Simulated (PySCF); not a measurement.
PySCF 2.14 output of an unrestricted LDA calculation on a single atom or ion in x2c-TZVPPall with one added diffuse shell each of s, p, d, f type (7s6p5d3f1g, 80 functions), with the spin-free X2C one-electron Hamiltonian (Gaussian nucleus):

```
SCF conv_tol = 1e-09
number electrons alpha = 15  beta = 9
    P. A. M. Dirac.,  Math. Proc. Cambridge Philos. Soc. 26, 376 (1930)
    F. Bloch.,  Z. Phys. 57, 545 (1929)
    S. H. Vosko, L. Wilk, and M. Nusair.,  Can. J. Phys. 58, 1200 (1980)
cycle= 1 E= -1268.75082969849  delta_E= -0.0123  |g|= 0.0744  |ddm|= 0.177
cycle= 2 E= -1268.75065848706  delta_E= 0.000171  |g|= 0.0797  |ddm|= 0.0641
cycle= 3 E= -1268.75177876393  delta_E= -0.00112  |g|= 0.00104  |ddm|= 0.0308
cycle= 4 E= -1268.7517789415  delta_E= -1.78e-07  |g|= 8.6e-05  |ddm|= 0.000577
cycle= 5 E= -1268.75177894293  delta_E= -1.43e-09  |g|= 4.75e-06  |ddm|= 6.66e-05
cycle= 6 E= -1268.75177894293  delta_E= -3.64e-12  |g|= 3.61e-07  |ddm|= 2.47e-06
converged SCF energy = -1268.75177894293  <S^2> = 12.000313  2S+1 = 7.0000895
```

The run itself started from symmetry-adapted Hartree-Fock orbitals and held the occupation by maximum overlap, on a logarithmic radial grid, so the iterations belong to that start.

Which element, charge and spin multiplicity is this?

Fe²⁺ (iron, charge +2), multiplicity 7; the state was [Ar] 3d5 4p1, high-spin 7P determinant (an excited configuration).
